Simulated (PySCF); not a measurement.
Computed shifts of a molecule C₃H₁₂Si₃, PySCF with PBE0/pcSseg-1, GIAO, gas phase, equivalent atoms averaged, in ppm (number of nuclei): ¹³C: -6.9 (3). ²⁹Si: -37.1 (3). ¹H: 4.89 (3), 4.60 (3), 0.08 (6). References: ¹³C against TMS (σ = 186.3 ppm); ²⁹Si against TMS (σ = 352.7 ppm); ¹H against TMS (σ = 31.56 ppm), references at their B3LYP-D3(BJ)/def2-TZVP geometries, non-relativistic. Geometry: PBE0-D3(BJ)/def2-SVP. The values are those of a single conformer.

Problem. Which molecule gave these data?
A) C[C@H]1[SiH2][SiH2][Si@@H]1C
B) [SiH3][SiH2][C@H]1CC[SiH2]1
C) [SiH3]C1[SiH2]CC[SiH2]1
D) C1[SiH2]C[SiH2]C[SiH2]1

Solution. D, C1[SiH2]C[SiH2]C[SiH2]1
